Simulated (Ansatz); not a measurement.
The same path of CH6Si + FH + FH (12 atoms, charge 0, multiplicity 1) was run 3 times with different band settings. Lost on the way: Si1–H2, H6–F7, H8–F9. Made: Si1–F7, H2–H8, H6–F9.

Level of theory: RKS CAM-B3LYP-D4/def2-mTZVP (Ansatz 0.2.0).

Relaxed end points:

```xyz
12
Properties=species:S:1:pos:R:3
Si -0.550 -1.091 -0.578
H 0.419 -1.370 0.532
H -0.469 -2.273 -1.462
H -1.887 -1.032 0.045
C -0.082 0.492 -1.442
H 0.401 1.431 2.051
F -0.194 1.987 1.577
H 1.027 -0.613 1.740
F 1.297 0.001 2.407
H -0.763 0.696 -2.268
H -0.127 1.333 -0.752
H 0.927 0.440 -1.852
```

```xyz
12
Properties=species:S:1:pos:R:3
Si -1.299 -0.306 -0.276
H 2.050 -1.814 0.734
H -1.054 -1.758 -0.233
H -2.692 -0.028 -0.670
C -0.058 0.606 -1.302
H 0.330 0.813 1.928
F -1.161 0.223 1.269
H 2.031 -1.175 1.119
F 1.238 1.041 1.998
H -0.074 0.252 -2.335
H -0.263 1.677 -1.317
H 0.952 0.467 -0.916
```

Common settings: spring 5.0 eV/Å²; start path through a guess of the saddle point; force threshold 0.05 eV/Å; iteration limit 60; end points relaxed.

| run | movable images | climbing image | optimiser |
| --- | --- | --- | --- |
| 1 | 7 | yes | quadratic models (default) |
| 2 | 8 | no | quadratic models (default) |
| 3 | 7 | from the first iteration | fire |

(1) What does each run give, and how far can it be trusted?

## Answers

(1) Run 1: converged after 26 iterations, highest image 1.394 eV above the first end. Neighbouring images differ by up to 1.4 eV, so the band resolves the path poorly. A vibrational analysis at the climbing image gives one clearly imaginary mode, 1202i cm⁻¹: a first-order saddle point.
Run 2: converged after 12 iterations, highest image 0.962 eV above the first end. Neighbouring images differ by up to 1.3 eV, so the band resolves the path poorly. No image climbed, so the highest image needn't sit at the top of the path.
Run 3: converged after 56 iterations, highest image 1.400 eV above the first end. Neighbouring images differ by up to 1.5 eV, so the band resolves the path poorly. The order of the stationary point at the top wasn't checked.
The orbitals stay closed-shell, which can raise the energy where a bond breaks towards radicals; this wasn't checked here.
